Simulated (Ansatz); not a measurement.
Program: Ansatz. Geometries: PBE0-D4/def2-TZVP. ΔE: electronic, gas phase. CCSD(T)/CBS is the MP2 limit (def2-TZVPP, def2-QZVPP) plus CCSD(T) − MP2 in def2-TZVPP, frozen cores. This one scheme is used for every species. Functionals use def2-TZVPP. HSE06 is defined as in plane-wave codes. For Ge outer-core shells are correlated without core-valence functions, which leaves a few kJ/mol of doubt a bond. Scalar relativity is left out up to krypton. One conformer a species, not always the lowest.

Reaction (substitution at a C–N bond): `[OH][GeH2][NH]CF` + CH₃SH → `CSCF` + `[NH2][GeH2][OH]`

```tsv
level	ΔE (kJ/mol)
HSE06-D4	12.2
HF/def2-TZVPP	18.5
```

Problem. What does CCSD(T)/CBS give? (An estimate is asked.)

Solution. The calculation gave: +11.8 kJ/mol. The listed levels differ from it by 0.4, 6.7 kJ/mol.

Largest T1 diagnostic among the species: 0.012.

At CCSD(T), def2-SVP lies +27.6 kJ/mol from the extrapolated value and def2-TZVPP +5.6 kJ/mol. Leaving LDA and LC-ωPBE aside and taking each functional with its dispersion term where it has one, the values, not all of them listed here, spread over 7.1 kJ/mol, from revPBE-D4 to CAM-B3LYP-D4. LDA lies +5.4 kJ/mol from PBE without D4. From BLYP to BHLYP (50 % exact exchange), in def2-TZVPP and without D4, ΔE moves by +3.5 kJ/mol.
